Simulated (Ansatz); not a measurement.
Consider the substitution at a C–C bond: `BC(B)CF` + `N[SiH2][SiH3]` → `FCN[SiH2][SiH3]` + `BCB`.

Gas-phase electronic energies from Ansatz, PBE0-D4/def2-TZVP geometries. CCSD(T)/CBS adds triple-zeta CCSD(T) − MP2 to the extrapolated MP2 energy (def2 sets, frozen cores). This one scheme is used for every species. DFT in def2-TZVPP. B3LYP here is the variant with VWN-RPA as its local correlation; programs differ in this. Each species was taken in one conformer, which may not be the lowest.

`BC(B)CF`:

```xyz
12

B    -1.174    0.670   -0.741
C    -0.075    0.187    0.243
B    -0.526   -1.188    0.802
C     1.345    0.291   -0.248
F     2.234   -0.061    0.759
H    -0.889    1.032   -1.847
H    -2.316    0.700   -0.394
H    -0.287    0.898    1.070
H    -1.501   -1.263    1.489
H     0.073   -2.183    0.515
H     1.513   -0.390   -1.087
H     1.603    1.307   -0.561
```

`N[SiH2][SiH3]`:

Z-matrix (Å, degrees):
```
Si
Si 1 2.341
N 1 1.724 2 108.6
H 1 1.497 2 108.1 3 -126.1
H 1 1.488 2 110.7 3 117.7
H 2 1.489 1 110.3 3 173.7
H 2 1.491 1 110.1 3 54.6
H 2 1.488 1 111.4 3 -65.4
H 3 1.008 1 119.6 2 167.4
H 3 1.007 1 119.6 2 -50.6
```

`FCN[SiH2][SiH3]`:

Z-matrix (Å, degrees):
```
C
N 1 1.403
F 1 1.405 2 112.7
H 1 1.093 2 110.4 3 -118.2
H 1 1.092 2 111.4 3 118.9
Si 2 1.743 1 122.2 3 72.6
H 2 1.009 1 113.5 3 -76.9
Si 6 2.347 2 114.5 1 -64.9
H 6 1.490 2 106.9 1 56.4
H 6 1.488 2 106.1 1 173.4
H 8 1.488 6 110.1 2 -54.0
H 8 1.491 6 110.1 2 -173.4
H 8 1.487 6 110.7 2 66.5
```

`BCB`:

Cartesian coordinates in Å:
```
B -0.014 -0.164 1.281
C 0.460 0.424 -0.073
B -0.317 -0.271 -1.222
H -1.160 -0.053 1.609
H 0.741 -0.743 2.006
H 1.539 0.464 -0.206
H 0.010 1.435 -0.065
H 0.251 -0.908 -2.061
H -1.510 -0.185 -1.270
```

```tsv
level	ΔE (kJ/mol)
r2SCAN	-1.5
B3LYP	-2.6
HF/def2-TZVPP	0.8
SCS-MP2/def2-TZVPP	1.8
CCSD/def2-TZVPP	2.5
CCSD(T)/def2-TZVPP	1.6
SCS-MP2/def2-QZVPP	3.2
HF/CBS(def2)	1.2
```

What does CCSD(T)/CBS give? (Estimate.)

Ansatz gave: +3.7 kJ/mol. The listed levels differ from it by -5.2, -6.3, -2.9, -1.9, -1.2, -2.1, -0.5, -2.5 kJ/mol.

Largest T1 diagnostic among the species: 0.012.

From PBE to PBE0 (25 % exact exchange), in def2-TZVPP and without D4, ΔE moves by +3.1 kJ/mol.
